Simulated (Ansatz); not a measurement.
CuBrO₃H₆²⁺, that is [Cu(H2O)3Br]+ with one electron fewer. Total charge 2; triplet. Geometry PBE0-D4/def2-SVP; atoms count from 1.

```xyz
11

Cu    0.361   -0.031   -0.053
O     0.608   -1.003    1.651
H     0.796   -0.601    2.518
H     0.542   -1.966    1.776
O    -1.570    0.131    0.229
H    -2.063   -0.194    1.000
H    -2.203    0.552   -0.376
O     0.269    0.930   -1.779
H     0.134    0.525   -2.654
H     0.327    1.894   -1.901
Br    2.800   -0.236   -0.410
```

(1) Estimate the Mulliken populations from the PBE0/def2-TZVP orbitals of Ansatz.

(2) Where does the spin sit?

(3) And the Mayer bond orders between heavy atoms (over 0.3)?

Results:

(1) 
```json
{"atom": "Cu1", "charge (e)": "0.64", "spin (α − β)": "0.67", "d electrons": "9.38"}
{"atom": "O2", "charge (e)": "-0.55", "spin (α − β)": "0.06", "d electrons": "–"}
{"atom": "H3", "charge (e)": "0.44", "spin (α − β)": "0.00", "d electrons": "–"}
{"atom": "H4", "charge (e)": "0.44", "spin (α − β)": "0.00", "d electrons": "–"}
{"atom": "O5", "charge (e)": "-0.54", "spin (α − β)": "0.05", "d electrons": "–"}
{"atom": "H6", "charge (e)": "0.42", "spin (α − β)": "0.00", "d electrons": "–"}
{"atom": "H7", "charge (e)": "0.42", "spin (α − β)": "0.00", "d electrons": "–"}
{"atom": "O8", "charge (e)": "-0.55", "spin (α − β)": "0.06", "d electrons": "–"}
{"atom": "H9", "charge (e)": "0.44", "spin (α − β)": "0.00", "d electrons": "–"}
{"atom": "H10", "charge (e)": "0.44", "spin (α − β)": "0.00", "d electrons": "–"}
{"atom": "Br11", "charge (e)": "0.42", "spin (α − β)": "1.15", "d electrons": "–"}
```
Mulliken values depend strongly on the basis.

(2) Summed by element: Cu 0.67, O 0.17, H 0.02, Br 1.15, of 2 unpaired in all. Largest on single atoms: Br11 1.15, Cu1 0.67, O2 0.06.

(3) Cu1–O2 0.46 (1.98 Å); Cu1–O5 0.47 (1.96 Å); Cu1–O8 0.46 (1.98 Å); Cu1–Br11 0.69 (2.47 Å).
